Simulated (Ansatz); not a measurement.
Input:

```yaml
crystal:
  periodic: [false, false, false]
  atoms:
    - { symbol: Hf, position_ang: [0.143649, -0.163849, -0.011389] }
    - { symbol: O, position_ang: [-0.433025, -0.494801, 2.015425] }
    - { symbol: H, position_ang: [-0.983611, -1.145574, 2.466032] }
    - { symbol: F, position_ang: [1.414126, -0.767944, -1.301787] }
    - { symbol: F, position_ang: [-0.114384, 1.698875, -0.305297] }
    - { symbol: F, position_ang: [-1.344837, -1.214229, -0.586627] }
    - { symbol: H, position_ang: [1.620508, -0.541956, 1.345287] }
    - { symbol: H, position_ang: [0.756573, -0.638423, 1.95586] }
basis:
  gaussian: { orbitals: def2-SVP }
hamiltonian:
  xc: pbe0
  dispersion: d4
md:
  timestep: 0.5
  n_steps: 200
  ensemble: nve
  temperature: 100.0
  initial_velocities: maxwell_boltzmann
  seed: 6876
```

Command:

```bash
$ ansatz run input.yaml --threads 2 --pin off --max-ram 3072MiB --backend cpu --events-out ev --progress --plain --runs-dir out
```

Hardware: 2 threads of Arm Neoverse V1 (shared host).

Task: Roughly how long does this run take, and how much memory?

Result: 11 min, with a peak of 0.22 GiB, for 201 ionic steps.
